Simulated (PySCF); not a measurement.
Precursor series Zr Cl-NH2. Isolated molecules, 0 K electronic values unless said otherwise. One relaxed conformer stands for each flexible species; it need not be the lowest.

The HOMO from two functionals at the same geometries (TPSS-D3(BJ)/def2-SVP), both in PySCF: PBE-D3(BJ)/def2-TZVP and B3LYP-D3(BJ)/def2-TZVP. B3LYP has the VWN-RPA correlation part, as in Gaussian. 

| species | B3LYP-D3(BJ)/def2-TZVP (eV) |
|---|---|
| 1 of 4 Cl replaced by NH2 ([Zr(Cl)3(NH2)]) | -8.14 |
| 2 of 4 Cl replaced by NH2 ([Zr(Cl)2(NH2)2]) | -7.54 |
| 3 of 4 Cl replaced by NH2 ([Zr(Cl)(NH2)3]) | -7.10 |
| 4 of 4 Cl replaced by NH2 ([Zr(NH2)4]) | -6.46 |

### Question
What does PBE-D3(BJ)/def2-TZVP give for each?

### Answer

- 1 of 4 Cl replaced by NH2 ([Zr(Cl)3(NH2)]): -7.02
- 2 of 4 Cl replaced by NH2 ([Zr(Cl)2(NH2)2]): -6.41
- 3 of 4 Cl replaced by NH2 ([Zr(Cl)(NH2)3]): -5.97
- 4 of 4 Cl replaced by NH2 ([Zr(NH2)4]): -5.34
Over these rows, drawn at random from the members with no instability flagged (it was tested for open shells, ions and some series alone), PBE minus B3LYP-D3(BJ): mean +1.12 eV, from +1.12 eV to +1.13 eV.
